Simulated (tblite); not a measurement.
A geometry optimisation, step by step.

Compound: C₅H₇BrSi.
Numbering: `[Br:1][C:2]1=[CH:3][CH2:4][CH:5]=[CH:6][SiH2:7]1` (hydrogens: H8 on C3; H9, H10 on C4; H11 on C5; H12 on C6; H13, H14 on Si7)

Computed with GFN2-xTB (tblite), gas phase: L-BFGS steps from a force-field or distance-geometry start until the largest atomic force falls under 0.01 eV/Å. 11 of its 70 geometries are shown.

Step 0: E = -544.7158 eV, largest atomic force 2.076 eV/Å
```
atom  x, y, z in Å  |  force x, y, z in eV/Å
Br1     1.295    3.079    0.836   -0.178  -0.018   0.014
C2      0.526    1.438    0.239    0.722  -0.703  -0.216
C3     -0.763    1.185    0.205   -0.953   1.800   0.404
C4     -1.392   -0.068   -0.258   -1.861  -0.490   0.638
C5     -0.711   -1.328    0.153    0.039  -1.361   0.089
C6      0.600   -1.509    0.187    0.487   0.827  -0.132
Si7     1.607    0.003   -0.307    0.553  -0.480   0.125
H8     -1.455    1.994    0.529    0.222  -0.630  -0.266
H9     -2.418   -0.098    0.220    0.758   0.046  -0.415
H10    -1.619   -0.050   -1.341    0.430  -0.010   0.285
H11    -1.319   -2.203    0.431   -0.216   0.639  -0.221
H12     1.082   -2.433    0.481   -0.322   0.126  -0.009
H13     1.668    0.005   -1.759    0.147   0.130  -0.313
H14     2.899   -0.017    0.360    0.172   0.126   0.016
```

Step 7: E = -544.9495 eV, largest atomic force 0.225 eV/Å
```
atom  x, y, z in Å  |  force x, y, z in eV/Å
Br1     1.262    3.041    0.820    0.015   0.017  -0.031
C2      0.526    1.373    0.221   -0.028  -0.063  -0.019
C3     -0.789    1.206    0.217    0.050   0.034   0.084
C4     -1.441   -0.076   -0.200   -0.151  -0.033   0.014
C5     -0.721   -1.340    0.160    0.195  -0.045   0.102
C6      0.601   -1.470    0.183   -0.074   0.058  -0.036
Si7     1.678   -0.020   -0.328   -0.042  -0.053   0.095
H8     -1.474    1.992    0.515    0.071   0.003   0.008
H9     -2.447   -0.109    0.226   -0.003   0.015  -0.039
H10    -1.555   -0.059   -1.289   -0.069   0.003  -0.097
H11    -1.371   -2.170    0.408   -0.002  -0.024   0.024
H12     1.042   -2.412    0.475   -0.047  -0.006  -0.042
H13     1.721    0.032   -1.800    0.189   0.042   0.076
H14     2.968    0.011    0.370   -0.103   0.053  -0.139
```

Step 14: E = -544.9687 eV, largest atomic force 0.075 eV/Å
```
atom  x, y, z in Å  |  force x, y, z in eV/Å
Br1     1.261    3.030    0.794    0.011  -0.008  -0.026
C2      0.518    1.354    0.221   -0.009   0.047  -0.020
C3     -0.798    1.197    0.228    0.030   0.045   0.021
C4     -1.463   -0.080   -0.191   -0.050   0.016   0.001
C5     -0.732   -1.339    0.174    0.005  -0.023   0.014
C6      0.589   -1.468    0.179    0.002  -0.022  -0.063
Si7     1.677   -0.029   -0.325    0.002   0.017   0.048
H8     -1.458    2.002    0.527   -0.030  -0.041   0.009
H9     -2.475   -0.109    0.219    0.026   0.003   0.032
H10    -1.569   -0.063   -1.282   -0.033   0.003  -0.046
H11    -1.374   -2.175    0.424   -0.012  -0.006   0.029
H12     1.022   -2.418    0.454    0.009  -0.022  -0.006
H13     1.826    0.057   -1.781    0.032  -0.003  -0.067
H14     2.975    0.043    0.336    0.016  -0.007   0.073
```

Step 21: E = -544.9747 eV, largest atomic force 0.083 eV/Å
```
atom  x, y, z in Å  |  force x, y, z in eV/Å
Br1     1.272    3.034    0.768   -0.044  -0.058  -0.039
C2      0.514    1.357    0.201    0.000   0.011   0.009
C3     -0.801    1.196    0.229    0.031   0.025  -0.030
C4     -1.470   -0.082   -0.190   -0.026   0.030   0.042
C5     -0.736   -1.340    0.173   -0.003   0.009  -0.051
C6      0.585   -1.475    0.145   -0.013   0.023   0.050
Si7     1.686   -0.028   -0.327   -0.055   0.016   0.028
H8     -1.473    1.988    0.543    0.070  -0.016  -0.016
H9     -2.474   -0.105    0.241    0.016  -0.029   0.001
H10    -1.597   -0.061   -1.282    0.001  -0.009   0.053
H11    -1.377   -2.171    0.449    0.042   0.021  -0.018
H12     1.016   -2.424    0.430    0.024   0.000  -0.042
H13     1.888    0.063   -1.778    0.013  -0.002  -0.030
H14     2.967    0.048    0.375   -0.056  -0.021   0.043
```

Step 28: E = -544.9825 eV, largest atomic force 0.089 eV/Å
```
atom  x, y, z in Å  |  force x, y, z in eV/Å
Br1     1.270    3.032    0.713    0.031   0.083   0.001
C2      0.513    1.359    0.168   -0.039  -0.020  -0.013
C3     -0.801    1.198    0.222   -0.050  -0.043   0.009
C4     -1.484   -0.080   -0.173    0.033  -0.019   0.019
C5     -0.735   -1.338    0.165   -0.021   0.013   0.001
C6      0.586   -1.471    0.117   -0.037  -0.023  -0.037
Si7     1.690   -0.025   -0.335    0.004  -0.012  -0.035
H8     -1.460    1.991    0.555    0.011   0.025  -0.036
H9     -2.474   -0.114    0.289    0.032   0.025  -0.005
H10    -1.643   -0.060   -1.261   -0.013  -0.012   0.076
H11    -1.367   -2.168    0.458    0.016  -0.016  -0.059
H12     1.022   -2.427    0.367   -0.002   0.004   0.007
H13     1.974    0.068   -1.776   -0.003  -0.004   0.072
H14     2.909    0.036    0.468    0.038  -0.002   0.001
```

Step 34: E = -544.9884 eV, largest atomic force 0.112 eV/Å
```
atom  x, y, z in Å  |  force x, y, z in eV/Å
Br1     1.270    3.058    0.650   -0.024  -0.025  -0.046
C2      0.508    1.365    0.141    0.061   0.000   0.053
C3     -0.804    1.200    0.223    0.029   0.018  -0.028
C4     -1.492   -0.082   -0.138   -0.009   0.005  -0.039
C5     -0.738   -1.344    0.156    0.014  -0.009  -0.002
C6      0.580   -1.477    0.076    0.045   0.027   0.086
Si7     1.693   -0.025   -0.325    0.050   0.009   0.029
H8     -1.448    2.011    0.538   -0.067  -0.013  -0.012
H9     -2.470   -0.111    0.345   -0.014  -0.012   0.110
H10    -1.693   -0.069   -1.216   -0.019   0.035  -0.077
H11    -1.359   -2.190    0.423   -0.048  -0.012  -0.017
H12     1.024   -2.433    0.313   -0.018  -0.035  -0.051
H13     2.051    0.072   -1.746   -0.006   0.006   0.026
H14     2.876    0.023    0.537    0.006   0.005  -0.031
```

Step 41: E = -545.0131 eV, largest atomic force 0.148 eV/Å
```
atom  x, y, z in Å  |  force x, y, z in eV/Å
Br1     1.248    3.138    0.400   -0.049  -0.126  -0.004
C2      0.514    1.374    0.115    0.009   0.019  -0.022
C3     -0.797    1.206    0.198    0.025   0.060   0.026
C4     -1.515   -0.085   -0.041    0.030   0.007  -0.014
C5     -0.741   -1.357    0.104    0.025  -0.030  -0.013
C6      0.579   -1.480    0.022    0.026  -0.014  -0.099
Si7     1.727   -0.024   -0.241   -0.042  -0.018   0.132
H8     -1.460    2.034    0.424    0.040   0.060  -0.022
H9     -2.397   -0.107    0.609    0.054  -0.075  -0.073
H10    -1.881   -0.059   -1.078   -0.131   0.006   0.068
H11    -1.360   -2.238    0.244   -0.023   0.051   0.004
H12     1.005   -2.471    0.093    0.010   0.009   0.056
H13     2.256    0.086   -1.601   -0.011   0.014  -0.074
H14     2.821   -0.015    0.730    0.036   0.036   0.036
```

Step 48: E = -545.0339 eV, largest atomic force 0.090 eV/Å
```
atom  x, y, z in Å  |  force x, y, z in eV/Å
Br1     1.214    3.162    0.155    0.063  -0.029   0.044
C2      0.518    1.368    0.073    0.015   0.016  -0.008
C3     -0.794    1.212    0.160   -0.011   0.018  -0.017
C4     -1.521   -0.086    0.044   -0.053  -0.014  -0.023
C5     -0.732   -1.355    0.022   -0.035  -0.020  -0.023
C6      0.586   -1.487   -0.067   -0.029   0.046  -0.024
Si7     1.762   -0.032   -0.140   -0.052  -0.002  -0.033
H8     -1.446    2.070    0.296    0.001  -0.016  -0.031
H9     -2.265   -0.146    0.848    0.049   0.003   0.076
H10    -2.120   -0.043   -0.880    0.060  -0.026   0.017
H11    -1.365   -2.236    0.068    0.005  -0.033  -0.025
H12     0.996   -2.487   -0.105    0.004   0.008   0.049
H13     2.422    0.099   -1.445    0.018   0.010   0.022
H14     2.745   -0.041    0.949   -0.034   0.040  -0.025
```

Step 55: E = -545.0412 eV, largest atomic force 0.079 eV/Å
```
atom  x, y, z in Å  |  force x, y, z in eV/Å
Br1     1.235    3.150    0.111    0.022   0.021   0.030
C2      0.515    1.367    0.058    0.016   0.004  -0.015
C3     -0.798    1.215    0.134    0.002  -0.010   0.004
C4     -1.525   -0.089    0.066   -0.011   0.005  -0.023
C5     -0.741   -1.359   -0.013    0.010   0.027   0.001
C6      0.578   -1.484   -0.093    0.028  -0.005   0.020
Si7     1.757   -0.033   -0.120    0.029   0.009  -0.029
H8     -1.449    2.078    0.238   -0.022  -0.023  -0.012
H9     -2.187   -0.160    0.939   -0.028   0.038  -0.029
H10    -2.187   -0.045   -0.811   -0.018  -0.028   0.072
H11    -1.371   -2.243    0.000    0.000   0.012  -0.009
H12     0.993   -2.480   -0.140    0.013  -0.051  -0.012
H13     2.472    0.109   -1.395   -0.004  -0.007   0.022
H14     2.705   -0.025    1.002   -0.038   0.007  -0.019
```

Step 62: E = -545.0435 eV, largest atomic force 0.020 eV/Å
```
atom  x, y, z in Å  |  force x, y, z in eV/Å
Br1     1.244    3.148    0.089   -0.008   0.006   0.010
C2      0.515    1.368    0.043   -0.005  -0.003  -0.001
C3     -0.798    1.216    0.118   -0.001  -0.002  -0.006
C4     -1.524   -0.090    0.081   -0.015   0.004  -0.005
C5     -0.739   -1.357   -0.027    0.001   0.004   0.001
C6      0.580   -1.486   -0.106    0.003  -0.003  -0.003
Si7     1.759   -0.034   -0.112    0.009   0.006   0.012
H8     -1.455    2.076    0.207    0.002   0.008   0.000
H9     -2.150   -0.155    0.981    0.018   0.009  -0.002
H10    -2.231   -0.053   -0.758    0.009  -0.012   0.001
H11    -1.371   -2.240   -0.038   -0.008  -0.002   0.011
H12     0.991   -2.484   -0.173    0.001  -0.005  -0.013
H13     2.507    0.110   -1.365    0.000  -0.010   0.001
H14     2.671   -0.021    1.037   -0.005   0.001  -0.006
```

Step 69: E = -545.0438 eV, largest atomic force 0.009 eV/Å
```
atom  x, y, z in Å  |  force x, y, z in eV/Å
Br1     1.240    3.151    0.091   -0.001   0.001   0.002
C2      0.515    1.369    0.039    0.003   0.003   0.006
C3     -0.799    1.217    0.113    0.002   0.000  -0.006
C4     -1.523   -0.090    0.083   -0.007   0.002   0.000
C5     -0.738   -1.357   -0.029   -0.003  -0.002   0.007
C6      0.581   -1.486   -0.112    0.000  -0.005   0.002
Si7     1.758   -0.034   -0.110    0.004   0.001  -0.006
H8     -1.455    2.078    0.202   -0.001  -0.004  -0.005
H9     -2.140   -0.151    0.989    0.001  -0.005  -0.006
H10    -2.237   -0.060   -0.751    0.000   0.007   0.006
H11    -1.372   -2.239   -0.038    0.002  -0.002   0.003
H12     0.991   -2.484   -0.184   -0.001   0.007  -0.005
H13     2.514    0.105   -1.360    0.000  -0.003   0.003
H14     2.664   -0.020    1.044   -0.001   0.000  -0.001
```

**Question.** Summarise the path.

**Answer.** The energy falls by 7.56 kcal/mol from step 0 to step 69; nine tenths of that is first reached at step 41. It never rises by more than 0.2 meV. The largest force goes from 2.076 to 0.009 eV/Å. Among the bonds C4–H9 changes most, from 1.133 to 1.098 Å; the atoms move by 0.570 Å rms after alignment.

**Question.** Follow the three bonds and two angles with the largest change from start to end.

**Answer.** 
| step | E above end (kcal/mol) | largest force (eV/Å) | C4–H9 (Å) | C3–H8 (Å) | C3–C4 (Å) | C3–C2–Si7 (°) | C5–C6–Si7 (°) |
| --- | --- | --- | --- | --- | --- | --- | --- |
| 0 | 7.56 | 2.076 | 1.133 | 1.112 | 1.476 | 114.2 | 114.4 |
| 3 | 3.28 | 0.454 | 1.079 | 1.080 | 1.517 | 118.5 | 118.0 |
| 6 | 2.29 | 0.220 | 1.094 | 1.087 | 1.499 | 120.6 | 119.4 |
| 9 | 2.03 | 0.191 | 1.090 | 1.080 | 1.500 | 120.9 | 119.5 |
| 12 | 1.81 | 0.128 | 1.093 | 1.083 | 1.500 | 121.6 | 120.1 |
| 15 | 1.71 | 0.070 | 1.092 | 1.083 | 1.500 | 121.6 | 120.1 |
| 18 | 1.66 | 0.082 | 1.092 | 1.083 | 1.503 | 121.7 | 120.3 |
| 21 | 1.59 | 0.083 | 1.093 | 1.085 | 1.502 | 122.1 | 120.7 |
| 24 | 1.51 | 0.095 | 1.091 | 1.082 | 1.498 | 122.3 | 120.8 |
| 27 | 1.44 | 0.106 | 1.092 | 1.082 | 1.501 | 122.5 | 121.0 |
| 30 | 1.38 | 0.067 | 1.093 | 1.084 | 1.501 | 123.1 | 121.3 |
| 33 | 1.31 | 0.100 | 1.090 | 1.083 | 1.499 | 123.2 | 121.6 |
| 36 | 1.20 | 0.137 | 1.094 | 1.084 | 1.502 | 123.1 | 122.0 |
| 39 | 0.92 | 0.311 | 1.102 | 1.086 | 1.503 | 123.5 | 123.0 |
| 42 | 0.71 | 0.267 | 1.099 | 1.083 | 1.496 | 123.9 | 123.3 |
| 45 | 0.38 | 0.116 | 1.099 | 1.085 | 1.496 | 124.0 | 123.3 |
| 48 | 0.23 | 0.090 | 1.096 | 1.086 | 1.493 | 125.1 | 123.3 |
| 51 | 0.15 | 0.103 | 1.099 | 1.085 | 1.495 | 125.0 | 123.4 |
| 54 | 0.08 | 0.094 | 1.099 | 1.085 | 1.496 | 125.0 | 123.7 |
| 57 | 0.03 | 0.051 | 1.097 | 1.086 | 1.495 | 125.3 | 123.5 |
| 60 | 0.01 | 0.025 | 1.098 | 1.085 | 1.495 | 125.1 | 123.4 |
| 63 | 0.01 | 0.020 | 1.098 | 1.085 | 1.495 | 125.1 | 123.4 |
| 66 | 0.00 | 0.013 | 1.098 | 1.085 | 1.495 | 125.1 | 123.3 |
| 69 | 0.00 | 0.009 | 1.098 | 1.085 | 1.495 | 125.1 | 123.3 |

The cost below is that of the whole relaxation. Time: 0.53 s. Hardware: an Arm Neoverse V1 with one thread, no GPU, shared host with 32 logical CPUs at a one-minute load of 19.
